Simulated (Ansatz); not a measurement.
Gas-phase electronic energies from Ansatz, PBE0-D4/def2-TZVP geometries. CCSD(T)/CBS is the MP2 limit (def2-TZVPP, def2-QZVPP) plus CCSD(T) − MP2 in def2-TZVPP, frozen cores. This one scheme is used for every species, atoms too. For atomizations the MP2-based limit and the directly extrapolated one differ by several kJ/mol either way, and by 10 to 25 for some Ge, Se and Sn compounds, so smaller differences from it don't rank the levels. DFT in def2-TZVPP. B3LYP here is the variant with VWN-RPA as its local correlation; programs differ in this. HSE06 is defined as in plane-wave codes. Open shells (•) are unrestricted, without spin–orbit coupling. Spin–orbit coupling would lower the free atoms: a little for C, O; strongly for Bi. def2 core potentials past Kr. Bonds to Bi are less sure, by a few kJ/mol each and by 10 to 20 or more in all where they break to atoms, as the def2 sets lack core-valence functions. Each species was taken in one conformer, which may not be the lowest.

Reaction (atomization): `C[O][Bi]([O]C(C)(C)C)[O]C(C)(C)C` → Bi• + 9 C• + 21 H• + 3 O•

```tsv
level	ΔE (kJ/mol)	difference from CCSD(T)/CBS
PBE-D4	13613.6	291.5
revPBE-D4	13299.3	-22.8
BLYP-D4	13327.9	5.8
r2SCAN-D4	13338.4	16.3
B97M-V	13369.7	47.6
PBE0-D4	13355.6	33.5
r2SCANh-D4	13252.5	-69.6
r2SCAN0-D4	13130.1	-192.0
BHLYP-D4	12923.4	-398.7
CAM-B3LYP-D4	13377.8	55.7
ωB97X-V	13339.2	17.1
ωB97M-V	13328.9	6.8
B2PLYP	13157.4	-164.7
PBE-QIDH	13220.8	-101.3
PBE	13509.6	187.5
revPBE	13002.2	-319.9
BLYP	13108.9	-213.2
r2SCAN	13308.1	-14.0
PBE0	13265.2	-56.9
B3LYP	13162.5	-159.6
r2SCANh	13220.5	-101.6
r2SCAN0	13095.1	-227.0
HSE06	13277.1	-45.0
BHLYP	12797.9	-524.2
CAM-B3LYP	13285.2	-36.9
LC-ωPBE	13231.7	-90.4
HF/def2-SVP	9711.2	-3610.9
MP2/def2-SVP	12794.4	-527.7
CCSD/def2-SVP	12527.8	-794.3
CCSD(T)/def2-SVP	12669.0	-653.1
HF/def2-TZVPP	9594.8	-3727.3
SCS-MP2/def2-TZVPP	13111.6	-210.5
CCSD/def2-TZVPP	12786.4	-535.7
CCSD(T)/def2-TZVPP	12995.6	-326.5
HF/def2-QZVPP	9613.9	-3708.2
MP2/def2-QZVPP	13379.6	57.5
SCS-MP2/def2-QZVPP	13327.2	5.1
HF/CBS(def2)	9616.9	-3705.2
MP2/CBS(def2)	13512.2	190.1
CCSD/CBS(def2)	13112.8	-209.3
CCSD(T)/CBS	13322.1	0
```

Largest T1 diagnostic among the species: 0.014.

In def2-TZVPP, CCSD(T) changes the Hartree–Fock value by +3400.8 kJ/mol (the triples alone add +209.2 kJ/mol) and MP2 by +3590.9 kJ/mol; breaking electron pairs costs correlation energy, which Hartree–Fock lacks. Leaving LDA and LC-ωPBE aside and taking each functional with its dispersion term where it has one, the values spread over 690.2 kJ/mol, from BHLYP-D4 to PBE-D4. LDA lies +1785.7 kJ/mol from PBE without D4, its usual overbinding.
